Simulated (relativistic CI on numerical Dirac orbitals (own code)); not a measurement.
# O VII: calculation against measurement

Calculated at this level of theory: Dirac-Coulomb-Breit CI, KLI orbitals optimised for each configuration, QED by a radiative potential, unscaled Slater integrals (own radial code, finite nucleus).

Configuration list: 1s2, 1s 2s, 1s 2p, 1s 3s, 1s 3p, 1s 3d, 1s 4s, 1s 4p, 1s 4d, 1s 4f, 1s 5s, 1s 5p, 1s 5d, 1s 5f, 1s 5g, 1s 6s, 1s 6p, 1s 6d. Levels of other configurations are missing.

| Configuration | Term (tabulated) | J | Measured (cm⁻¹) | Computed | Error | Purity (%) |
| --- | --- | --- | --- | --- | --- | --- |
| 1s2 | 1S | 0 | 0.0 | 0 | 0 | 100 |
| 1s 2s | 3S | 1 | 4524640.0 | 4515967 | -8673 | 100 |
| 1s 2p | 3P° | 0 | 4585620.0 | 4577289 | -8331 | 100 |
| 1s 2p | 3P° | 1 | 4585680.0 | 4577340 | -8340 | 100 |
| 1s 2p | 3P° | 2 | 4586230.0 | 4577884 | -8346 | 100 |
| 1s 2p | 1P° | 1 | 4629200.0 | 4623380 | -5820 | 100 |
| 1s 3s | 3S | 1 | 5338820.0 | 5329748 | -9072 | 100 |
| 1s 3s | 1S | 0 | 5356420.0 | 5347094 | -9326 | 100 |
| 1s 3d | 3D | 1 | 5364370.0 | 5355070 | -9300 | 100 |
| 1s 3d | 3D | 2 | 5364430.0 | 5355079 | -9351 | 99 |
| 1s 3d | 3D | 3 | 5364440.0 | 5355128 | -9312 | 100 |
| 1s 3d | 1D | 2 | 5365470.0 | 5355583 | -9887 | 99 |
| 1s 3p | 1P° | 1 | 5368550.0 | 5359997 | -8553 | 100 |
| 1s 4s | 3S | 1 | 5616100.0 | 5606228 | -9872 | 100 |
| 1s 4d | 1D | 2 | 5626670.0 | 5616907 | -9763 | 99 |
| 1s 4p | 1P° | 1 | 5628100.0 | 5618887 | -9213 | 100 |
| 1s 5d | 1D | 2 | 5748230.0 | 5737862 | -10368 | 99 |
| 1s 5p | 1P° | 1 | 5748450.0 | 5738923 | -9527 | 100 |
| 1s 6d | 1D | 2 | 5813680.0 | 5803566 | -10114 | 99 |
| 1s 6p | 1P° | 1 | 5813950.0 | 5804222 | -9728 | 100 |

Measured levels from Moore, Selected Tables of Atomic Spectra, NSRDS-NBS 3, section 8; pairs were made by configuration, J and term (by order where the table uses no LS term), so strongly mixed levels may be paired wrongly.

Mean error by configuration (cm⁻¹): 1s 2s -8673; 1s 2p -7709; 1s 3s -9199; 1s 3d -9463; 1s 3p -8553; 1s 4s -9872; 1s 4d -9763; 1s 4p -9213; 1s 5d -10368; 1s 5p -9527; 1s 6d -10114; 1s 6p -9728. Over the excited levels the mean absolute error is 9100 cm⁻¹ (19 of the 19 excited levels that our extract of the source holds in range could be paired), and the median relative error of those above 1,000 cm⁻¹ is 0.17 %.
